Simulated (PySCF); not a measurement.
AlN (SMILES [N]=[Al]), triplet, geometry from GFN2-xTB (such geometries of metal compounds can be far from the true shape). Base run: BLYP/cc-pVDZ run with PySCF.

PySCF was given this input:
```python
from pyscf import gto, scf, dft

mol = gto.M(
    atom='''
Al   -0.000000   -0.000000   -0.597338
N     0.000000    0.000000    1.109343
''',
    basis='cc-pvdz',
    charge=0,
    spin=2,
    verbose=5,
)

mf = dft.UKS(mol)
mf.xc = 'blyp'
mf.kernel()
```

The base run was repeated with changes; each row names its change, and settings that it needs were set with it.

```tsv
change	ΔE vs base (mEh)	fitting functions	dipole (D)
base	0.000	-	2.21
auxbasis = def2-tzvp-ri	-5.079	189	2.21
auxbasis = cc-pvdz-jkfit	-0.018	182	2.21
auxbasis = def2-universal-jfit	-0.051	100	2.21
auxbasis = def2-universal-jkfit	-0.020	205	2.21
auxbasis = even-tempered beta=1.6	-0.003	432	2.21
auxbasis = even-tempered beta=3.0	-0.618	192	2.21
auxbasis = cc-pvqz-jkfit	-0.010	254	2.21
auxbasis = autoaux	-0.028	278	2.21
auxbasis = cc-pvtz-jkfit	-0.012	200	2.21
```

A fitting set is made for a task (jfit for Coulomb, jkfit for Coulomb and exchange, ri for correlation) and for a family of orbital bases.

Open shells are given as the SCF converged; they aren't shown to be the lowest states, and a large step between rows can be another state.
